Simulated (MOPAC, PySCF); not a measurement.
Constitutional and geometric isomers with formula H4OSi2. Gas-phase values, no solvent. One relaxed conformer stands for each flexible species; it need not be the lowest. Strings in code marks are SMILES.

Quantity: vertical ionisation energy (energy after one electron is removed minus that of the parent at the parent's geometry), in eV.

Level 1: PBE-D3(BJ)/def2-TZVP // PBE0-D4/def2-TZVP (PySCF)
Level 2: PBE/6-31G* // PBE0-D4/def2-TZVP (PySCF)
Level 3: minus the HOMO energy of AM1 // PBE0-D4/def2-TZVP (MOPAC)
Level 4: minus the HOMO energy of PM6 // PBE0-D4/def2-TZVP (MOPAC)

```json
[
 {"species": "`O[SiH]=[SiH2]` (H–O–Si–Si torsion 29°)", "level 2": "7.90", "level 3": "7.88", "level 4": "7.18"},
 {"species": "`O=[SiH][SiH3]`", "level 2": "9.57", "level 3": "10.04", "level 4": "9.26"}
]
```

What does level 1 give for each?


- `O[SiH]=[SiH2]` (H–O–Si–Si torsion 29°): 7.97
- `O=[SiH][SiH3]`: 9.67
